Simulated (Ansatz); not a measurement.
C2H9NOSi can be A, `NCOC[SiH3]`, or B, `C[SiH2]NCO`.

Isolated molecules relaxed with PBE0-D4/def2-TZVP in Ansatz; ΔE leaves out vibrations. CBS: MP2 limit from def2 TZ/QZ plus the TZ coupled-cluster correction, frozen cores. Functionals use def2-TZVPP. Each species was taken in one conformer, which may not be the lowest.

(1) Which isomer does CCSD(T)/CBS put lower? Give the gap. (An estimate is asked.)

(2) Give E(B) − E(A) in kJ/mol with r2SCAN-D4, HF/def2-TZVPP, ωB97M-V, CCSD/def2-TZVPP, CCSD(T)/def2-TZVPP, MP2/def2-TZVPP, PBE0-D4. (Best estimate.)

Largest T1 diagnostic: 0.011.

Results:

(1) The calculation gave: B, by 154.3 kJ/mol.

(2) The calculation gave: r2SCAN-D4 -152.5, HF/def2-TZVPP -150.7, ωB97M-V -151.5, CCSD/def2-TZVPP -151.7, CCSD(T)/def2-TZVPP -150.7, MP2/def2-TZVPP -159.5, PBE0-D4 -149.4. None reverses the order clearly.

From PBE to PBE0 (25 % exact exchange), in def2-TZVPP and without D4, E(B) − E(A) moves by −5.5 kJ/mol.
